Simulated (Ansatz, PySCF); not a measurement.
The pair A = NH3 (SMILES N) (first 4 atoms), B = N2 (SMILES N#N); geometry from B3LYP-D3(BJ)/def2-TZVP.
(charge 0, multiplicity 1):
```
atom    x (Å)    y (Å)    z (Å)
----  -------  -------  -------
N     -0.1599   0.1857  -0.1659
H     -0.3851   0.3345  -1.1430
H      0.7648   0.5691  -0.0064
H     -0.0952  -0.8151  -0.0187
N      0.4763  -0.3381   2.9485
N     -0.2322   0.1289   3.6336
```

Correlated levels freeze the cores. CBS: X⁻³ extrapolation of the correlation energy, Hartree–Fock from the larger set.

Run with Ansatz (Gaussian orbitals); PySCF for the dispersion terms. Each number belongs to the level named beside it.

The monomers are drawn apart, rigid, along the line of their centres of mass. Counterpoise-corrected interaction energies (kcal/mol):

```json
[
 {"level": "PBE/def2-TZVPPD", "R = 4.803 Å": "-0.1839", "R = 6.092 Å": "-0.0480"},
 {"level": "PBE-D3(BJ)/def2-TZVPPD", "R = 4.803 Å": "-0.2894", "R = 6.092 Å": "-0.0736"},
 {"level": "wB97M-V/def2-TZVPPD", "R = 4.803 Å": "-0.2283", "R = 6.092 Å": "-0.0660"},
 {"level": "CCSD(T)/CBS(aug-cc-pVDZ, aug-cc-pVTZ)", "R = 4.803 Å": "-0.2302", "R = 6.092 Å": "-0.0675"}
]
```

R is the distance of the centres of mass. Find the local exponent m of E ∝ R⁻ᵐ between the two points.


m = ln(E₁/E₂)/ln(R₂/R₁): PBE/def2-TZVPPD 5.7; PBE-D3(BJ)/def2-TZVPPD 5.8; wB97M-V/def2-TZVPPD 5.2; CCSD(T)/CBS(aug-cc-pVDZ, aug-cc-pVTZ) 5.2. For scale, two fixed dipoles give m = 3, dipole and quadrupole 4, quadrupoles 5, and dispersion or dipole-induced dipole 6 at long range; at these distances several terms mix, and what is left of overlap and damping shifts m, so it need not match one of them.

Ansatz is an electronic-structure program.
